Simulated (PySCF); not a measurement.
Computed shifts of a molecule C4H6Si, PySCF with HF/pcSseg-1, GIAO, gas phase, equivalent atoms averaged, in ppm (number of nuclei): ¹³C: 149.3 (1), 141.0 (1), 112.2 (1), 86.7 (1). ²⁹Si: -58.7 (1). ¹H: 6.62 (2), 6.57 (1), 4.56 (1), 4.47 (1), 3.10 (1). References: ¹³C against TMS (σ = 192.6 ppm); ²⁹Si against TMS (σ = 393.8 ppm); ¹H against TMS (σ = 31.99 ppm), references at their B3LYP-D3(BJ)/def2-TZVP geometries, non-relativistic. The structure is a stationary point at r2SCAN-D4/def2-SVP. One conformer was computed; it need not be the lowest.

**Question.** Which molecule gave these data?
(A) C=CC#C[SiH3]
(B) C#CC(=C)[SiH3]
(C) C#C/C=C/[SiH3]
(D) C#C[SiH2]C=C

**Answer.** D, C#C[SiH2]C=C
